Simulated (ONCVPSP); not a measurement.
## thallium (Tl), ONCV: configuration errors across variants

```
Element                 : Tl (Z = 81)
Generator               : ONCVPSP 4.0.1
Type                    : optimised norm-conserving Vanderbilt (ONCV)
Functional              : LDA (Perdew-Wang 92)
Relativity              : fully relativistic
Frozen core             : [Kr] 4d10 4f14
Valence charge          : 21
Reference configuration : 5s2 5p6 5d10 6s1.75 6p1.25
Partial waves           : 5s+6s: rc 1.40 bohr, ncon 3, nbas 6, qcut 7.1 1/bohr, 2 projectors; 5p+6p: rc 1.85 bohr, ncon 4, nbas 9, qcut 5.8 1/bohr, 2 projectors; 5d: rc 1.35 bohr, ncon 4, nbas 7, qcut 6.4 1/bohr, 2 projectors, debl 1 Ha
Local potential         : polynomial inside 1.25 bohr (lpopt 5, dvloc0 -1 Ha)
Core correction         : Teter function fitted to the true core (icmod 2), fcfact 0.35
```

Open shells are filled in proportion to 2j + 1.

All-electron excitation energies from the reference (eV): (1) 5s2 5p6 5d10 6s2 6p1 -1.799; (2) 5s2 5p6 5d10 6s2 6p0 3.712; (3) 5s2 5p6 5d10 6s1 6p0 24.909.

Errors AE − PS in meV (a dash: test not solved or not reliable):

```tsv
change	(1)	(2)	(3)	bound ghosts	GHOST(+) flags above zero
base	-0.2	-0.1	-1.7	none	s
local potential polynomial inside 1.25 bohr (lpopt 5, dvloc0 -2 Ha)	-0.2	-0.1	-1.6	none	s, p1/2
local potential polynomial inside 1.25 bohr (lpopt 5, dvloc0 -0.5 Ha)	-0.2	0.0	-1.8	none	s
local potential polynomial inside 1.25 bohr (lpopt 5, dvloc0 1 Ha)	-0.2	0.0	-1.8	none	s
local potential polynomial inside 1.25 bohr (lpopt 5, dvloc0 2.5 Ha)	-0.2	0.0	-1.8	none	s
local potential polynomial inside 1.25 bohr (lpopt 5, dvloc0 4.5 Ha)	-0.2	0.0	-1.8	none	none
local potential polynomial inside 1.25 bohr (lpopt 5, dvloc0 6 Ha)	-0.2	0.0	-1.8	none	p1/2
local potential polynomial inside 1.25 bohr (lpopt 5, dvloc0 7.5 Ha)	-0.2	0.0	-1.7	none	none
```

Task: Give the same row for: local potential polynomial inside 1.25 bohr (lpopt 5, dvloc0 9 Ha).

Result: -0.2, 0.0, -1.8; bound ghosts: none; GHOST(+) flags above zero: d3/2.
